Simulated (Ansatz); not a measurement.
`[BH2][InH][O][ZnH]` + `FCC(F)F` → `[BH2][InH][CH2]F` + `FC(F)[O][ZnH]`  (formal exchange of groups at the In–O bond)

Gas-phase electronic energies from Ansatz, PBE0-D4/def2-TZVP geometries. CBS: MP2 limit from def2 TZ/QZ plus the TZ coupled-cluster correction, frozen cores. DFT in def2-TZVPP. B3LYP here is the variant with VWN-RPA as its local correlation; programs differ in this. def2 core potentials past Kr. For In, Zn outer-core shells are correlated without core-valence functions, which leaves a few kJ/mol of doubt a bond. Scalar relativity is left out up to krypton. Each species was taken in one conformer, which may not be the lowest.

Q: Is it downhill or uphill in electronic energy at CCSD(T)/CBS, and by how much? (Best estimate.)

A: Ansatz gave: Uphill: ΔE = +63.1 kJ/mol.

Q: What do these levels give: PBE-D4, PBE0-D4, B3LYP-D4, ωB97X-V, r2SCAN, B3LYP, HF/def2-TZVPP, SCS-MP2/def2-TZVPP, CCSD/def2-TZVPP, HF/def2-QZVPP, MP2/CBS(def2), CCSD/CBS(def2)? (Estimate.)

A: Ansatz gave: PBE-D4 44.3, PBE0-D4 41.8, B3LYP-D4 48.6, ωB97X-V 48.0, r2SCAN 49.4, B3LYP 49.3, HF/def2-TZVPP 42.1, SCS-MP2/def2-TZVPP 63.6, CCSD/def2-TZVPP 50.0, HF/def2-QZVPP 43.8, MP2/CBS(def2) 74.7, CCSD/CBS(def2) 60.5 kJ/mol.

Largest T1 diagnostic among the species: 0.018.

In def2-TZVPP, CCSD(T) changes the Hartree–Fock value by +10.5 kJ/mol (the triples alone add +2.6 kJ/mol) and MP2 by +22.1 kJ/mol.
